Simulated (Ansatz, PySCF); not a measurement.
Process, species as SMILES: C[Si](C)(P)P -> [CH2][Si](C)(P)P + H atom (the C-H bond at the site shown breaks; other sites are not compared here)
Geometries: B3LYP-D3(BJ)/def2-TZVP minima from Ansatz (a quantum-chemistry and plane-wave program), one conformer each, not searched for the lowest. Frequencies are from Ansatz or PySCF.

Wanted: bond dissociation energy (0 K, with B3LYP-D3(BJ) harmonic zero-point energies), in eV. Valence correlation only, unless marked. Open shells are spin-unrestricted. No spin-orbit coupling. No relativistic terms. CBS marks a two-point X^-3 extrapolation of the correlation energy; Hartree-Fock from the larger set.

CCSD(T)/CBS(cc-pV(T+d)Z,cc-pV(Q+d)Z) (Ansatz) gives 4.31 eV.

Question: Another calculation gave 4.16 eV. Which level was it?
A. B3LYP/def2-TZVPD (Ansatz)
B. revPBE/def2-TZVPD (Ansatz)
C. SVWN5/def2-TZVPD (Ansatz)
D. wB97X-V/def2-TZVPD (Ansatz)

Answer: A, B3LYP/def2-TZVPD (Ansatz). The others give 4.28 (wB97X-V), 4.02 (revPBE), 4.64 (SVWN5) eV.
